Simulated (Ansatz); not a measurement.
Basis sets compared for Ca2O⁺ (the lowest doublet isomer of a short search). Charge 1, multiplicity 2. Geometry B3LYP-D4/def2-TZVP. Ansatz on 4 threads of Arm Neoverse V1 on a shared host; times are rough, and most runs start from earlier orbitals.

```xyz
3

Ca    0.947   -1.177   -1.295
Ca   -0.948    1.177    1.294
O     0.002    0.000    0.001
```

The structure comes from a short search, and lower isomers may exist.

```tsv
level	functions	energy (Eh)	HOMO (eV)	LUMO (eV)	wall time
PBE-D4/def2-SVP	62	-1429.5418	-6.67	-6.37	0.95 s
PBE0-D4/def2-SVP	62	-1429.6187	-6.96	-5.98	1.2 s
```

Task: Estimate the rows for PBE-D4/def2-TZVP (with forces), PBE0-D4/def2-TZVP.

Result: 
```
                         level  functions  energy (Eh)  HOMO (eV)  LUMO (eV)  wall time
PBE-D4/def2-TZVP (with forces)        103   -1429.8010      -6.66      -6.35      1.7 s
             PBE0-D4/def2-TZVP        103   -1429.8753      -6.96      -5.98        5 s
```
